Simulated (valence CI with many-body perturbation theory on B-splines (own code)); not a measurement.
# How close is CI+MBPT for Sn I?

Computed by configuration interaction combined with many-body perturbation theory (CI+MBPT): four valence electrons over a frozen Dirac-Fock core [Kr] 4d10, a basis of 11 s, 11 p, 10 d, 8 f, 5 g, 2 h functions for each j, with the one-electron correlation potential Σ1 (screened to all orders), the two-electron term Σ2, the three-electron term Σ3, Breit, model QED; selected single and double excitations, second order for the rest, scaled by the run's own slope (own B-spline code, finite nucleus).

Set against measurement, 31 paired levels are off by 59 cm⁻¹ on average, the worst by 363. These come from a selection out of the NIST Handbook of Basic Atomic Spectroscopic Data. Levels without a partner in it may be off by more. Among the levels kept, up to 570 cm⁻¹ of a level comes from second order outside the variational space, and about a tenth of that is noise between levels of different J, which matters for small intervals.

Measured levels: NIST Handbook of Basic Atomic Spectroscopic Data (Sansonetti and Martin, J. Phys. Chem. Ref. Data 34, 1559 (2005)). Pairs share parity and J, and are chosen by configuration, term and nearness in energy; levels without a clear partner are left out. Energies in cm⁻¹ above the measured ground level.

Names give the largest LS component (configuration and term), which can be under half, so a name can repeat, a term be missing and a line seem to break the LS rules; names also repeat where a configuration has a term twice.

```
Computed label  Label in the source  Measured  Computed  Difference
   5s²5p² ³P_0               5p2 3P         0       0.0           0
   5s²5p² ³P_1               5p2 3P    1691.8    1773.1         +81
   5s²5p² ³P_2               5p2 3P    3427.7    3490.7         +63
   5s²5p² ¹D_2               5p2 1D    8613.0    8658.3         +45
   5s²5p² ¹S_0               5p2 1S   17162.5   17119.0         -44
 5s²5p6s ³P°_0            5p 6s 3P°   34640.8   34684.7         +44
 5s²5p6s ³P°_1            5p 6s 3P°   34914.3   34991.3         +77
 5s²5p6s ³P°_2            5p 6s 3P°   38628.9   38700.3         +71
 5s²5p6s ¹P°_1            5p 6s 1P°   39257.1   39337.3         +80
   5s5p³ ⁵S°_2           5s 5p3 5S°   39625.5   39262.9        -363
  5s²5p6p ³D_1             5p 6p 3D   42342.2   42303.5         -39
  5s²5p6p ³P_1             5p 6p 1P   43368.6   43336.7         -32
  5s²5p6p ³D_2             5p 6p 3D   43430.1   43404.7         -25
 5s²5p5d ¹D°_2            5p 5d 1D°   43682.7   43647.5         -35
  5s²5p6p ³P_0             5p 6p 3P   43799.1   43733.2         -66
 5s²5p5d ³D°_2            5p 5d 3D°   44144.4   44080.7         -64
 5s²5p5d ³D°_1            5p 5d 3D°   44508.7   44431.9         -77
 5s²5p5d ³F°_3            5p 5d 3D°   44576.0   44550.7         -25
  5s²5p6p ¹P_1             5p 6p 3P   46603.5   46561.1         -42
  5s²5p6p ³D_3             5p 6p 3D   47006.8   46976.1         -31
 5s²5p5d ³F°_2            5p 5d 3F°   47145.7   47083.6         -62
  5s²5p6p ³P_2             5p 6p 3P   47235.2   47209.4         -26
 5s²5p5d ³D°_3            5p 5d 3F°   47487.7   47412.7         -75
  5s²5p6p ³S_1             5p 6p 3S   47805.8   47774.6         -31
 5s²5p5d ³F°_4            5p 5d 3F°   48107.3   48098.0          -9
  5s²5p6p ¹D_2             5p 6p 1D   48189.8   48164.1         -26
 5s²5p5d ³P°_2            5p 5d 3P°   48669.4   48625.7         -44
 5s²5p5d ³P°_1            5p 5d 3P°   48981.9   48915.5         -66
  5s²5p6p ¹S_0             5p 6p 1S   49406.2   49355.0         -51
 5s²5p5d ³P°_0            5p 5d 3P°   49487.1   49405.2         -82
 5s²5p5d ¹F°_3            5p 5d 1F°   49893.8   49910.7         +17
 5s²5p5d ¹P°_1            5p 5d 1P°   50126.0   50093.7         -32
```

Over 31 excited levels the mean absolute difference is 59 cm⁻¹, the median 44 and the largest 363. The comparison draws on a selection of the measured levels: 32 of the 116 computed ones have a partner in it, and others may be off by more.

Rates against NIST Handbook of Basic Atomic Spectroscopic Data (Sansonetti and Martin, J. Phys. Chem. Ref. Data 34, 1559 (2005)):

```csv
"λ vac, measured (nm)",Upper,Lower,A computed (s⁻¹),A tabulated (s⁻¹)
220.00,5s²5p5d ³F°_2,5s²5p² ³P_1,4.44e+07,2.90e+07
221.03,5s²5p5d ³P°_2,5s²5p² ³P_2,1.10e+08,5.60e+07
224.68,5s²5p5d ³D°_1,5s²5p² ³P_0,1.63e+08,1.48e+08
226.96,5s²5p5d ³D°_3,5s²5p² ³P_2,9.52e+07,1.14e+08
235.56,5s²5p5d ³D°_2,5s²5p² ³P_1,1.54e+08,1.85e+08
242.24,5s²5p5d ¹F°_3,5s²5p² ¹D_2,1.67e+08,2.50e+08
243.02,5s²5p5d ³F°_3,5s²5p² ³P_2,1.37e+08,1.50e+08
266.20,5s²5p6s ¹P°_1,5s²5p² ³P_1,1.03e+07,1.53e+07
270.73,5s²5p6s ³P°_2,5s²5p² ³P_1,6.09e+07,5.39e+07
284.08,5s²5p6s ³P°_2,5s²5p² ³P_2,1.43e+08,1.57e+08
286.42,5s²5p6s ³P°_1,5s²5p² ³P_0,5.42e+07,5.44e+07
301.00,5s²5p6s ³P°_1,5s²5p² ³P_1,3.67e+07,3.55e+07
303.50,5s²5p6s ³P°_0,5s²5p² ³P_1,1.88e+08,1.89e+08
317.60,5s²5p6s ³P°_1,5s²5p² ³P_2,8.99e+07,8.93e+07
326.33,5s²5p6s ¹P°_1,5s²5p² ¹D_2,1.74e+08,2.70e+08
380.21,5s²5p6s ³P°_1,5s²5p² ¹D_2,1.73e+07,2.80e+07
452.60,5s²5p6s ¹P°_1,5s²5p² ¹S_0,9.02e+06,2.60e+07
```
